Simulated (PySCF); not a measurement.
**How methods differ on the excitation energy of Ru**

Ru [Kr] 4d7 5s1 (5F) → Ru [Kr] 4d6 5s1 6s1 (7D), as a difference of total energies. Calculation: PySCF 2.14, in aug-cc-pwCVTZ-PP with ECP28MDF; scalar relativity through the core potential. Correlated levels: valence: 4s2 4p6 frozen; valence and next inner shell: nothing frozen outside the core potential. The calculations carry no spin-orbit coupling.

```csv
method,excitation energy (eV)
UHF,4.307
LDA,6.180
PBE,5.993
PBE0,5.788
r2SCAN,5.754
BP86,6.181
wB97M-V,5.859
MP2 (valence),5.792
SCS-MP2 (valence),6.117
MP2 (valence and next inner shell),5.671
SCS-MP2 (valence and next inner shell),5.792
```

Question: How much does correlation contribute at MP2 (valence and next inner shell)?

Answer: 5.671 − (4.307) = 1.364 eV, measured against UHF.

The promoted electron is Rydberg-like, and one or two diffuse shells describe it only roughly, which tends to raise the upper state.
